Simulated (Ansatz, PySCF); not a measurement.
Complex: NH3 (SMILES N) (first 4 atoms) with ClH3Si (SMILES [SiH3]Cl); geometry from B3LYP-D3(BJ)/def2-TZVP, rigid monomers moved along the line of their centres of mass till N1···Si5 is 3.53 Å.
(charge 0, multiplicity 1):
```
atom    x (Å)    y (Å)    z (Å)
----  -------  -------  -------
N     -0.0938  -0.0748   0.3117
H     -0.3093   0.8987   0.4935
H      0.5287  -0.1116  -0.4873
H     -0.9614  -0.5283   0.0487
Si     0.3775  -1.0997   3.6612
Cl    -1.3772   0.0020   3.8224
H      0.6598  -1.5745   5.0357
H      1.4815  -0.2337   3.2184
H      0.1659  -2.2643   2.7874
```

Counterpoise-corrected where a basis set is named; no monomer relaxation. Rows marked so take none.

Rows in 6-31G* carry no dispersion term and start afresh at each structure (6-31G* with six Cartesian d functions).

Run with Ansatz (a program for electronic structure) with Gaussian orbitals; PySCF for 6-31G* rows. 

### Question
One of these levels gives -2.01 kcal/mol for the interaction energy. Name it.
A) BP86/6-31G* (no counterpoise)
B) HF/aug-cc-pV(D+d)Z
C) B3LYP/6-31G*

### Answer
C, B3LYP/6-31G*. The others give -1.55 (HF/aug-cc-pV(D+d)Z), -3.14 (BP86/6-31G* (no counterpoise))
